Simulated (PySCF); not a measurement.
H3O3P, SMILES OP(O)O. Geometry: B3LYP-D3(BJ)/def2-SVP. The values are those of a single conformer.

These are B3LYP-D3(BJ)/def2-SVP in PySCF values and carry that method's errors.

Harmonic wavenumbers (cm⁻¹): 144, 144, 288, 368, 368, 462, 831, 839, 840, 973, 973, 1035, 3823, 3823, 3824. Rotational constants (GHz): 7.300, 7.300, 4.460; symmetry number 3.

Task: Work out the zero-point energy and the ideal-gas rigid-rotor harmonic-oscillator thermochemistry at 298.15 K and 1 atm.

Result: ZPE = ½ Σ hcν = ½ × 18736 cm⁻¹ = 26.78 kcal/mol. H − E(el) = 31.04 kcal/mol. Entropy in cal/(mol K): translation 39.13, rotation 22.53, vibration 10.75, total 72.41. G − E(el) = 9.45 kcal/mol. Cp = 20.81 cal/(mol K). Modes under 150 cm⁻¹ make the vibrational entropy uncertain.
